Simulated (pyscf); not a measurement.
# H₃C–CH(CH₃)–O–Ge(OH)(OH)–OH, singlet

Gas-phase minimum from PySCF at ωB97X-D3(BJ)/def2-SVP, one conformer. 

```xyz
18

C      0.8596     0.8968     1.4343
C      0.7974     0.4410    -0.0199
C      1.7949    -0.6695    -0.3293
O     -0.5224     0.0248    -0.3832
Ge    -1.5562    -0.9580     0.6301
O     -2.7843    -1.5933    -0.4553
O     -0.5802    -2.1811     1.4390
O     -2.4074    -0.1085     1.9144
H      0.0844     1.6505     1.6389
H      1.8444     1.3337     1.6615
H      0.7033     0.0408     2.1111
H      1.0064     1.3065    -0.6722
H      1.5875    -1.5482     0.3012
H      2.8266    -0.3328    -0.1399
H      1.7144    -0.9676    -1.3858
H     -2.4724    -1.6172    -1.3682
H     -0.9968    -2.4893     2.2532
H     -3.2380     0.2733     1.6059
```

Bond lengths (Å): C1–C2 1.525, C1–H9 1.100, C1–H10 1.101, C1–H11 1.102, C2–C3 1.524, C2–O4 1.431, C2–H12 1.104, C3–H13 1.101, C3–H14 1.102, C3–H15 1.101, O4–Ge5 1.750, Ge5–O6 1.758, Ge5–O7 1.761, Ge5–O8 1.759 (the first ones only). Bond angles (°): C2–C1–H9 110.7, C2–C1–H10 110.6, C2–C1–H11 110.3, H9–C1–H10 108.7, H9–C1–H11 108.5, H10–C1–H11 108.0, C1–C2–C3 112.6, C1–C2–O4 111.5, C1–C2–H12 108.7, C3–C2–O4 109.9, C3–C2–H12 109.1, O4–C2–H12 104.6, C2–C3–H13 110.0, C2–C3–H14 110.8 (the first ones only).

Properties at ωB97X-D3(BJ)/def2-SVP:

| Item | Result |
|---|---|
| Harmonic wavenumbers, unscaled | 55, 85, 130, 157, 178, 211, 219, 250, 257, 262, 273, 291, 324, 380, 436, 535, 651, 732, 760, 771, 869, 893, 912, 920, 936, 951, 1028, 1176, 1196, 1212, 1362, 1383, 1417, 1419, 1465, 1476, 1483, 1498, 3066, 3069, 3084, 3162, 3166, 3174, 3176, 3901, 3903, 3906 cm⁻¹ |
| Zero-point energy | 88.9 kcal/mol |
| Rotational symmetry number | 1 |
| Entropy of this conformer at 298 K and 1 atm, rigid rotor and harmonic oscillator, modes under 100 cm⁻¹ raised to 100 | 433.4 J/(mol K) |
| Dipole moment | 0.55 D |

Single-point totals, which compare only within one level:

```json
[
 {"level": "ωB97X-D3(BJ)/def2-TZVP", "total energy (hartree)": "-2498.61108"},
 {"level": "PBE/def2-TZVP", "total energy (hartree)": "-2497.73096"},
 {"level": "r²SCAN/def2-TZVP", "total energy (hartree)": "-2498.30932"},
 {"level": "B3LYP-D3(BJ)/def2-TZVP", "total energy (hartree)": "-2498.60809"},
 {"level": "PBE0-D3(BJ)/def2-TZVP", "total energy (hartree)": "-2497.81827"},
 {"level": "M06-2X/def2-TZVP", "total energy (hartree)": "-2498.38612"},
 {"level": "ωB97M-D3(BJ)/def2-TZVP", "total energy (hartree)": "-2498.65381"}
]
```

Soft torsions are taken as harmonic, which can shift the entropy by several J/(mol K). Elements up to Kr have no core potential and no relativistic terms here.
